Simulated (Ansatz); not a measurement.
Consider the isomerisation: `NB1CCO1` → `BOC(=C)N`.

Calculated with Ansatz (gas phase, PBE0-D4/def2-TZVP geometries, no zero-point term in ΔE). CCSD(T)/CBS is the MP2 limit (def2-TZVPP, def2-QZVPP) plus CCSD(T) − MP2 in def2-TZVPP, frozen cores. DFT in def2-TZVPP. Each species was taken in one conformer, which may not be the lowest.

Question: Is it downhill or uphill in electronic energy at CCSD(T)/CBS, and by how much? (An estimate is asked.)

Answer: The calculation gave: Uphill: ΔE = +181.5 kJ/mol.

Question: What do these levels give: ωB97M-V, r2SCAN, PBE0, HF/def2-TZVPP, HF/def2-QZVPP, MP2/CBS(def2)? (Best estimate.)

Answer: The calculation gave: ωB97M-V 184.6, r2SCAN 176.8, PBE0 187.3, HF/def2-TZVPP 165.0, HF/def2-QZVPP 164.6, MP2/CBS(def2) 190.1 kJ/mol.

Largest T1 diagnostic among the species: 0.014.

In def2-TZVPP, CCSD(T) changes the Hartree–Fock value by +16.3 kJ/mol (the triples alone add −2.3 kJ/mol) and MP2 by +24.9 kJ/mol. From PBE to PBE0 (25 % exact exchange), in def2-TZVPP and without D4, ΔE moves by +10.8 kJ/mol.
